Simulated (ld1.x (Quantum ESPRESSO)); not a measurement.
# Reading a pseudo-wave (Rb (Z = 37))

Columns: radius, all-electron u(r) and pseudo u(r) of the 4d shell (level -3.79 eV) of rubidium in the configuration [Ar] 3d10 4s2 4p6 4d0 5s0 5p0; LDA (PZ), scalar-relativistic, TM scheme, ld1.x (Quantum ESPRESSO) 7.5.

```tsv
r (bohr)	all-electron	pseudo
0.150	0.0929	-0.0011
0.300	0.1795	-0.0086
0.450	0.1521	-0.0274
0.600	0.0657	-0.0605
0.750	-0.0367	-0.1078
0.900	-0.1351	-0.1662
1.050	-0.2218	-0.2309
1.200	-0.2947	-0.2959
1.350	-0.3544	-0.3559
1.500	-0.4021	-0.4070
1.650	-0.4396	-0.4475
1.800	-0.4684	-0.4773
1.950	-0.4901	-0.4979
2.100	-0.5057	-0.5113
2.250	-0.5162	-0.5194
2.400	-0.5223	-0.5237
2.550	-0.5246	-0.5251
2.700	-0.5238	-0.5239
2.850	-0.5203	-0.5203
3.000	-0.5144	-0.5144
3.150	-0.5065	-0.5065
3.300	-0.4970	-0.4970
3.450	-0.4861	-0.4861
3.600	-0.4741	-0.4741
3.750	-0.4612	-0.4612
3.900	-0.4476	-0.4476
```

**Question.** How many radial nodes do the two functions have?

**Answer.** The all-electron 4d function has n − l − 1 = 1; the pseudo-wave has 0, since the states of the same l below it are removed with the core.

**Question.** At about which radius was the pseudo-wave matched?

**Answer.** 3.00 bohr. The columns agree to 0.0005 from 2.70 bohr on; several derivatives are matched, so the curves merge somewhat inside the radius.

**Question.** Is the pseudo-wave norm-conserving?

**Answer.** Yes: the TM scheme keeps the norm inside the radius equal to the all-electron one, which fixes the energy derivative of the logarithmic derivative at the level.
